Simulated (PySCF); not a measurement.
Ge(H)2(OH)2 (GeH₄O₂), SMILES [OH][GeH2][OH]. Geometry optimised at PBE0-D3(BJ)/def2-TZVP. One conformer was computed; it need not be the lowest.

All values below come from PBE0-D3(BJ)/def2-TZVP in PySCF 2.14.0.

Harmonic wavenumbers (cm⁻¹): 210, 236, 319, 544, 669, 713, 716, 806, 861, 929, 944, 2181, 2188, 3893, 3895. Rotational constants (GHz): 15.13, 6.576, 4.996; symmetry number 2.

**Question.** Work out the zero-point energy and the ideal-gas rigid-rotor harmonic-oscillator thermochemistry at 298.15 K and 1 atm.

**Answer.** ZPE = ½ Σ hcν = ½ × 19105 cm⁻¹ = 27.31 kcal/mol. H − E(el) = 31.07 kcal/mol. Entropy in cal/(mol K): translation 39.97, rotation 22.61, vibration 7.28, total 69.85. G − E(el) = 10.25 kcal/mol. Cp = 18.95 cal/(mol K).
